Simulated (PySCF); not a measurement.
## Electron correlation in I²⁺ (iodine, charge +2)

[Kr] 4d10 5s1 5p3 6s1, high-spin 6S determinant (an excited configuration). Calculation: PySCF 2.14, in aug-cc-pVTZ-PP with ECP28MDF (6s5p4d2f, 55 functions); scalar relativity through the core potential. Frozen: 4s2 4p6 4d10; 5 electrons correlated.

```csv
level,correlation energy (mhartree)
CCSD,-35.21
(T),-0.61
CCSD(T),-35.82
```

Diagnostics: T1 = 0.0065, D1 = 0.0200, largest double amplitude 0.033.

The outer electron is Rydberg-like, and this basis confines it to a smaller radius and binds it less than a complete one would.

Cost of the coupled-cluster step: of the order of 0.9 core-seconds, for 5 correlated electrons.

Iterations:

```
CC2 = 0
CCSD nocc = (np.int64(5), np.int64(0)), nmo = (46, 46)
frozen orbitals [[0, 1, 2, 3, 4, 5, 6, 7, 8], [0, 1, 2, 3, 4, 5, 6, 7, 8]]
max_cycle = 100
direct = 0
conv_tol = 1e-08
conv_tol_normt = 1e-06
diis_space = 8
diis_start_cycle = 0
Init t2, MP2 energy = -0.0278895941151232
Init E_corr(UCCSD) = -0.0278895941252426
cycle = 1  E_corr(UCCSD) = -0.0334953208837243  dE = -0.00560572676  norm(t1,t2) = 0.0283821
cycle = 2  E_corr(UCCSD) = -0.0347580137607351  dE = -0.00126269288  norm(t1,t2) = 0.00876271
cycle = 3  E_corr(UCCSD) = -0.0352409735675683  dE = -0.000482959807  norm(t1,t2) = 0.00311426
cycle = 4  E_corr(UCCSD) = -0.0352106708357186  dE = 3.03027318e-05  norm(t1,t2) = 0.000331721
cycle = 5  E_corr(UCCSD) = -0.035210785970381  dE = -1.15134662e-07  norm(t1,t2) = 2.37229e-05
cycle = 6  E_corr(UCCSD) = -0.0352107052053377  dE = 8.07650432e-08  norm(t1,t2) = 1.68377e-06
cycle = 7  E_corr(UCCSD) = -0.035210725522076  dE = -2.03167383e-08  norm(t1,t2) = 2.2914e-07
cycle = 8  E_corr(UCCSD) = -0.0352107240012879  dE = 1.52078817e-09  norm(t1,t2) = 2.89753e-08
UCCSD converged
E(UCCSD) = -292.9038662451235  E_corr = -0.03521072400128785
UCCSD(T) correction = -0.000610945765034342
```
